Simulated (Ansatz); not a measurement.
# CH5GeNO: structure from calculated spectroscopic constants

These gas-phase data were calculated for one isomer of CH5GeNO at PBE0-D4/def2-SVP (harmonic, unscaled wavenumbers; equilibrium rotational constants with average atomic masses):

```
rotational constants            : 8.634, 3.535, 2.594 GHz
all wavenumbers above 1500 cm⁻¹ : 3626, 3541, 3344, 3081, 3020, 1626
```

Candidates:

(1) `C[O][Ge][NH2]`, a singlet
(2) `N[CH2][Ge][OH]`, a singlet

Problem. Which structure fits?

Solution. Candidate (2). 2 modes lie between 2750 and 3290 cm⁻¹, one for each C–H bond, while (1) has 3.

The same quantities for all candidates:

```tsv
	rotational constants (GHz)	wavenumbers above 1500 cm⁻¹	E above the lowest, PBE0-D4/def2-SVP (kcal/mol)
(1)	12.4, 3.121, 2.533	3723, 3588, 3093, 3072, 2990	0.0
(2)	8.634, 3.535, 2.594	3626, 3541, 3344, 3081, 3020, 1626	14.6
```

Each candidate is one conformer. Programs: Ansatz 0.2.0.
